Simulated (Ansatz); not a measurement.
`[F][GeH]([SH])[Cl]` + `C[O][AlH][SiH2]S` → `C[O][Ge]([F])([SH])[Cl]` + `[AlH2][SiH2]S`  (redistribution)

Isolated molecules relaxed with PBE0-D4/def2-TZVP in Ansatz; ΔE leaves out vibrations. CCSD(T)/CBS is the MP2 limit (def2-TZVPP, def2-QZVPP) plus CCSD(T) − MP2 in def2-TZVPP, frozen cores. Functionals use def2-TZVPP. For Ge outer-core shells are correlated without core-valence functions, which leaves a few kJ/mol of doubt a bond. Scalar relativity is left out up to krypton. One conformer a species, not always the lowest.

`[F][GeH]([SH])[Cl]`:

Z-matrix (Å, degrees):
```
Ge
S 1 2.189
Cl 1 2.132 2 111.4
F 1 1.729 2 109.6 3 114.7
H 1 1.526 2 112.0 3 -125.4
H 2 1.344 1 92.8 3 -46.4
```

`C[O][AlH][SiH2]S`:

Cartesian coordinates in Å:
```
C -2.246 -0.518 -0.603
O -0.917 -0.200 -0.302
Al 0.046 -0.245 1.088
Si 2.293 0.541 0.550
S 2.244 1.041 -1.542
H -2.280 -1.291 -1.378
H -2.796 -0.885 0.271
H -2.765 0.367 -0.986
H -0.586 -0.752 2.453
H 2.704 1.739 1.338
H 3.350 -0.482 0.796
H 0.955 0.686 -1.685
```

`C[O][Ge]([F])([SH])[Cl]`:

```xyz
10

C     1.642    0.311    0.002
O     0.428   -0.016   -0.659
Ge   -1.019   -0.310    0.272
F    -1.226    1.063    1.302
S    -2.703   -0.605   -1.073
Cl   -0.813   -1.955    1.604
H     2.390    0.486   -0.772
H     1.983   -0.510    0.640
H     1.539    1.216    0.608
H    -2.220    0.320   -1.923
```

`[AlH2][SiH2]S`:

Cartesian coordinates in Å:
```
Al -0.416 -1.159 -1.346
Si -0.218 0.573 0.386
S 1.672 0.278 1.366
H 0.742 -2.222 -1.563
H -1.718 -1.208 -2.254
H -1.330 0.491 1.378
H -0.286 1.946 -0.197
H 1.553 1.301 2.230
```

Is it downhill or uphill in electronic energy at CCSD(T)/CBS, and by how much? (Estimate.)

Computed: Uphill: ΔE = +99.3 kJ/mol.

What do these levels give: PBE-D4, PBE0-D4, ωB97X-V, MP2/def2-TZVPP, CCSD/def2-TZVPP, HF/def2-QZVPP? (Best estimate.)

Computed: PBE-D4 102.8, PBE0-D4 101.5, ωB97X-V 97.4, MP2/def2-TZVPP 98.1, CCSD/def2-TZVPP 95.9, HF/def2-QZVPP 94.9 kJ/mol.

Largest T1 diagnostic among the species: 0.013.

The D4 term adds −3.2 kJ/mol with B3LYP and −1.7 kJ/mol with PBE0; it sums over pairs of atoms, weighted by their polarisabilities, and B3LYP, whose exchange is more repulsive, gets the larger term.

B3LYP here is the variant with VWN-RPA as its local correlation; programs differ in this.
